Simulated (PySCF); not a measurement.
SMILES C1CCCCCCC1, singlet, GFN2-xTB optimised geometry.

```
24

C     -1.75     0.98     1.96
C     -1.38    -0.41     2.50
C     -0.91    -1.43     1.47
C      0.60    -1.44     1.17
C      1.06    -0.57     0.00
C      0.56     0.88     0.00
C      0.71     1.58     1.36
C     -0.62     2.02     1.97
H     -2.56     1.39     2.57
H     -2.15     0.87     0.95
H     -2.28    -0.82     2.97
H     -0.64    -0.31     3.29
H     -1.17    -2.42     1.85
H     -1.46    -1.30     0.54
H      0.90    -2.47     0.94
H      1.13    -1.17     2.08
H      0.73    -1.04    -0.93
H      2.15    -0.57     0.00
H      1.12     1.42    -0.77
H     -0.49     0.90    -0.31
H      1.22     0.92     2.05
H      1.33     2.47     1.25
H     -0.99     2.90     1.43
H     -0.44     2.32     3.00
```

Density from PySCF with PBE0/def2-SVP at that geometry.

Minimum of the electron density along straight lines between bonded atoms, close to the bond critical point (lines longer than 1.1 times the sum of covalent radii, or with two minima, are not listed):

```
bond    length / Å  ρ at the minimum / e bohr⁻³  ∇²ρ there / e bohr⁻⁵  position (fraction from the first atom)
------  ----------  ---------------------------  --------------------  ---------------------------------------
C1–C2        1.532                        0.241                 -0.54                                     0.50
C2–C3        1.536                        0.239                 -0.54                                     0.50
C3–C4        1.532                        0.241                 -0.54                                     0.50
C4–C5        1.532                        0.241                 -0.54                                     0.50
C5–C6        1.530                        0.242                 -0.55                                     0.50
C6–C7        1.534                        0.241                 -0.54                                     0.50
C1–C8        1.532                        0.241                 -0.54                                     0.50
C7–C8        1.530                        0.242                 -0.55                                     0.50
C1–H9        1.094                        0.275                 -0.99                                     0.62
C1–H10       1.091                        0.276                 -0.99                                     0.62
C2–H11       1.093                        0.276                 -0.99                                     0.62
C2–H12       1.091                        0.275                 -0.99                                     0.62
C3–H13       1.093                        0.276                 -0.99                                     0.62
C3–H14       1.091                        0.275                 -0.99                                     0.62
C4–H15       1.094                        0.275                 -0.99                                     0.62
C4–H16       1.091                        0.276                 -0.99                                     0.62
C5–H17       1.093                        0.275                 -0.99                                     0.62
C5–H18       1.094                        0.275                 -0.98                                     0.62
C6–H19       1.092                        0.275                 -0.99                                     0.62
C6–H20       1.089                        0.278                 -1.00                                     0.62
C7–H21       1.089                        0.278                 -1.00                                     0.62
C7–H22       1.092                        0.275                 -0.99                                     0.62
C8–H23       1.094                        0.275                 -0.98                                     0.62
C8–H24       1.093                        0.275                 -0.99                                     0.62
```
